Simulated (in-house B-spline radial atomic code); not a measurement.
Sb5+: [Ar] 3d10 4s2 4p5 4d10 7f1 (an excited or competing configuration)

Level of theory: Dirac-Hartree-Fock, average of configuration, Fermi nucleus of rms radius 4.6802 fm; calculated with a radial B-spline atomic code at the basis-set limit.

Effective charges: Z_r = [3n² - l(l+1)]/(2<r>) from the radius, Z_e = n√(-2ε) from the energy, and Slater's rules. Values are occupation-weighted means over j. An effective charge above Z reflects the relativistic contraction of the inner shells.

```csv
shell,electrons,ε (eV),<r> (bohr),Z_r,Z_e,Slater
1s,2,-30751,0.02841,52.79,47.54,50.70
2s,2,-4841.3,0.122,49.17,37.73,46.85
2p,6,-4352.8,0.107,46.74,35.77,46.85
3s,2,-1053.3,0.3285,41.10,26.40,39.75
3p,6,-889.25,0.3273,38.19,24.25,39.75
3d,10,-637.52,0.3041,34.53,20.54,29.85
4s,2,-249.91,0.7875,30.48,17.14,23.60
4p,5,-199,0.8405,27.36,15.30,23.60
4d,10,-117.31,0.9726,21.59,11.75,12.85
7f,1,-11.488,9.573,7.05,6.43,6.00
```

The least bound orbital is 7f7/2 at -11.49 eV, and it is also the most diffuse (<r> = 9.576 bohr). The part-filled 4p shell lies below the filled 4d shell in orbital energy.

Spin-orbit splittings of the orbital energies (j = l + 1/2 above j = l - 1/2 when positive): 2p 253 eV, 3p 48.03 eV, 3d 9.838 eV, 4p 9.135 eV, 4d 1.44 eV, 7f 0.006004 eV.

For the 1s electron the small component carries 3.52 % of the norm, the zero-frequency Breit interaction raises the level by 72.12 eV, self-energy by 41.04 eV, and vacuum polarisation lowers it by 5.489 eV.
